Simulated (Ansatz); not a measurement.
Isolated molecules relaxed with PBE0-D4/def2-TZVP in Ansatz; ΔE leaves out vibrations. CCSD(T)/CBS adds triple-zeta CCSD(T) − MP2 to the extrapolated MP2 energy (def2 sets, frozen cores). This one scheme is used for every species. DFT in def2-TZVPP. HSE06 is defined as in plane-wave codes. def2 core potentials past Kr. For Ge, Sb outer-core shells are correlated without core-valence functions, which leaves a few kJ/mol of doubt a bond. Scalar relativity is left out up to krypton.

`C#[C][GeH2][CH3]` + stibine → `C#[C][GeH2][SbH2]` + CH₄  (formal exchange of groups at a Ge–C bond)

`C#[C][GeH2][CH3]`:

Cartesian coordinates in Å:
```
C -0.832 -1.909 1.660
C -0.778 -0.982 0.891
Ge -0.660 0.481 -0.324
C 1.210 0.783 -0.775
H -0.883 -2.728 2.339
H -1.486 0.123 -1.570
H -1.276 1.711 0.362
H 1.299 1.619 -1.471
H 1.629 -0.110 -1.239
H 1.778 1.011 0.127
```

`[SbH3]`:

Z-matrix (Å, degrees):
```
Sb
H 1 1.707
H 1 1.707 2 91.4
H 1 1.707 2 91.4 3 91.4
```

`C#[C][GeH2][SbH2]`:

```xyz
9

C    -1.052    0.799   -2.308
C    -0.307    0.619   -1.377
Ge    0.811    0.270    0.121
Sb   -0.211   -1.798    1.365
H    -1.704    0.967   -3.134
H     2.217   -0.064   -0.403
H     0.866    1.537    0.985
H    -1.428   -0.808    2.039
H     0.807   -1.522    2.712
```

CH₄:

```xyz
5

C     0.000    0.000    0.000
H     0.668    0.735   -0.449
H     0.352   -1.004   -0.237
H    -1.007    0.134   -0.395
H    -0.013    0.135    1.081
```

```
             level  ΔE (kJ/mol)  difference from CCSD(T)/CBS
         revPBE-D4        -70.6                         -2.6
           BLYP-D4        -72.7                         -4.7
            B97M-V        -57.4                         10.6
           PBE0-D4        -70.7                         -2.7
        r2SCANh-D4        -68.9                         -0.9
          HSE06-D4        -71.2                         -3.2
           ωB97X-V        -61.4                          6.6
           ωB97M-V        -63.3                          4.7
          PBE-QIDH        -66.4                          1.6
             HSE06        -68.8                         -0.8
             BHLYP        -64.5                          3.5
     HF/def2-TZVPP        -58.8                          9.2
    MP2/def2-TZVPP        -66.2                          1.8
    MP2/def2-QZVPP        -71.2                         -3.2
SCS-MP2/def2-QZVPP        -66.3                          1.7
      HF/CBS(def2)        -59.0                          9.0
       CCSD(T)/CBS        -68.0                            0
```

Largest T1 diagnostic among the species: 0.014.

From BLYP to BHLYP (50 % exact exchange), in def2-TZVPP and without D4, ΔE moves by +4.4 kJ/mol. At CCSD(T), def2-SVP lies +4.4 kJ/mol from the extrapolated value and def2-TZVPP +8.5 kJ/mol.
